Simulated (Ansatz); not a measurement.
Relaxation of CH$_{9}$BSn$_{2}$ (13 atoms, charge 0, multiplicity 1), to a largest force component of 0.015 eV/Å in at most 40 steps.

Method: RKS BLYP/def2-SVP in Ansatz 0.2.0.

```xyz
13
Properties=species:S:1:pos:R:3
Sn -1.686 1.379 -0.068
B 0.254 0.989 0.796
C 1.294 0.233 -0.110
Sn 0.899 -1.839 -0.213
H -1.522 2.090 -1.700
H -2.586 2.583 0.936
H -2.621 -0.063 -0.185
H 0.297 0.762 1.945
H 2.336 0.358 0.402
H 1.339 0.668 -1.093
H 2.012 -2.685 -1.154
H -0.734 -2.012 -0.931
H 0.741 -2.497 1.390
```

Question: Where does it end, and by what steps?

Answer: It converged. The force dipped under the threshold on the way, but the program's further checks kept it going. After 20 steps the energy has fallen by 0.751 eV; H7 moved furthest, 1.00 Å.

```tsv
step	energy less start (eV)	largest force component (eV/Å)	accepted
0	0.0000	2.399	yes
1	-0.5559	1.098	yes
2	-0.6893	0.523	yes
3	-0.6874	1.254	no
4	-0.7290	0.088	yes
5	-0.7367	0.032	yes
6	-0.7418	0.022	yes
7	-0.7431	0.121	yes
8	-0.7445	0.063	yes
9	-0.7469	0.015	yes
10	-0.7483	0.041	yes
11	-0.7490	0.081	yes
12	-0.7497	0.078	yes
13	-0.7505	0.031	yes
14	-0.7509	0.015	yes
15	-0.7510	0.034	yes
16	-0.7511	0.027	yes
17	-0.7512	0.017	yes
18	-0.7513	0.004	yes
19	-0.7514	0.013	yes
20	-0.7514	0.014	yes
```

```xyz
13
Properties=species:S:1:pos:R:3
Sn -1.839 1.480 -0.051
B 0.125 0.699 0.843
C 1.342 0.319 0.005
Sn 0.968 -1.904 -0.282
H -1.832 1.582 -1.794
H -2.198 3.083 0.532
H -3.222 0.508 0.376
H 0.149 0.550 2.050
H 2.332 0.298 0.504
H 1.423 0.670 -1.042
H 2.374 -2.445 -1.140
H -0.453 -2.168 -1.232
H 0.851 -2.707 1.246
```

Run time: 62 s on 2 threads of Arm Neoverse V1, with other jobs on the host, peak memory 0.17 GiB.
